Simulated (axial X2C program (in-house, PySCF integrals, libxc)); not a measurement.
Which molecule gave these maps?

PBE0 fields computed with an in-house relativistic program for diatomic molecules, two-component, near the equilibrium distance, one atom at z = 0.

The maps cover the half plane through the axis: z from -2.4 to 4.2 Å along the bond, ρ from 0.15 to 2.25 Å away from it.

log10 of the density in e/bohr³:

```
 ρ\z  -2.4  -1.8  -1.2  -0.6   0.0   0.6   1.2   1.8   2.4   3.0   3.6   4.2
0.15  -3.7  -2.7  -1.6  -0.1   1.7  -0.2  -0.9   0.2   1.1  -0.8  -1.7  -2.7
0.45  -3.7  -2.8  -1.7  -0.4   0.2  -0.5  -1.0  -0.5   0.0  -1.0  -1.8  -2.7
0.75  -3.7  -2.8  -1.9  -0.9  -0.4  -0.9  -1.2  -0.9  -0.8  -1.2  -2.0  -2.8
1.05  -3.8  -3.0  -2.1  -1.4  -1.1  -1.4  -1.5  -1.3  -1.2  -1.6  -2.2  -3.0
1.35  -3.9  -3.2  -2.4  -1.9  -1.7  -1.8  -1.8  -1.7  -1.6  -1.9  -2.5  -3.2
1.65  -4.1  -3.4  -2.7  -2.3  -2.1  -2.2  -2.2  -2.1  -2.1  -2.3  -2.8  -3.5
1.95  -4.3  -3.6  -3.1  -2.7  -2.6  -2.6  -2.6  -2.5  -2.5  -2.7  -3.2  -3.8
2.25  -4.5  -3.9  -3.4  -3.1  -3.0  -3.0  -2.9  -2.9  -2.9  -3.1  -3.5  -4.1
```

Electron localisation function (collinear form, no current term, damped to 0 at low density):

```
 ρ\z  -2.4  -1.8  -1.2  -0.6   0.0   0.6   1.2   1.8   2.4   3.0   3.6   4.2
0.15  0.00  0.01  0.10  0.75  0.62  0.68  0.56  0.51  0.70  0.45  0.72  0.26
0.45  0.00  0.01  0.11  0.66  0.50  0.58  0.57  0.17  0.37  0.67  0.70  0.23
0.75  0.00  0.02  0.13  0.45  0.64  0.34  0.56  0.52  0.39  0.81  0.65  0.19
1.05  0.00  0.03  0.14  0.31  0.34  0.22  0.51  0.75  0.80  0.81  0.56  0.13
1.35  0.00  0.04  0.15  0.26  0.24  0.19  0.43  0.70  0.79  0.72  0.42  0.08
1.65  0.00  0.03  0.14  0.22  0.20  0.18  0.31  0.55  0.65  0.56  0.27  0.03
1.95  0.00  0.02  0.10  0.18  0.17  0.14  0.19  0.36  0.45  0.35  0.12  0.01
2.25  0.00  0.01  0.05  0.11  0.12  0.09  0.10  0.18  0.23  0.15  0.03  0.00
```

Axial spin density in 10⁻³ e/bohr³:

```
 ρ\z  -2.4  -1.8  -1.2   -0.6    0.0    0.6   1.2   1.8   2.4   3.0   3.6  4.2
0.15   0.0   0.3   6.3  121.2  305.9  131.6  -5.7  -0.1  25.8  -1.2  -0.2  0.0
0.45   0.1   0.5   6.3   78.2  102.7   69.9  -5.2   4.9   5.8   4.4   0.3  0.1
0.75   0.1   0.6   5.3   38.2   71.8   25.5  -2.8   9.7  22.3   7.0   0.8  0.1
1.05   0.1   0.6   3.7   17.2   27.8   10.0  -0.4   6.9  14.1   5.3   0.9  0.1
1.35   0.1   0.4   2.2    7.6   10.7    4.6   0.6   3.5   6.2   2.9   0.7  0.1
1.65   0.1   0.3   1.2    3.3    4.3    2.2   0.7   1.6   2.5   1.4   0.4  0.1
1.95   0.0   0.2   0.6    1.4    1.8    1.1   0.5   0.7   1.0   0.6   0.2  0.1
2.25   0.0   0.1   0.3    0.6    0.7    0.5   0.3   0.3   0.4   0.2   0.1  0.0
```

Question: Which molecule is it?
A. NaB
B. RuSe
C. SiSe
D. VS

Answer: B. RuSe, with Ru at z = 0 and Se at z = 2.217 Å, state Ω = 4 (⟨Sz⟩ = 2.00, ⟨Lz⟩ = 2.00 at PBE0), basis Ru dyall-cv3z [12s12p8d5f3g], Se dyall-cv3z [8s9p6d4f1g] (cores contracted in-house). The state is a single determinant with fixed occupations, the lowest that a limited PBE0 search found. Density functionals use the spin component along the axis (collinear). PBE0 can misorder states that lie within some tenths of an eV, so this need not be the ground state of the molecule. The nearest other 2c determinant of the search, Ω = 2, lies 0.50 eV up at the distance of the search. The functionals have no current-density term, which raises determinants with orbital currents, atoms included. With several unpaired electrons one determinant need not be a pure state. Open-shell Ω = 0 determinants with evenly filled partner blocks cannot be reached by this program, so the Ω shown need not be the lowest component.
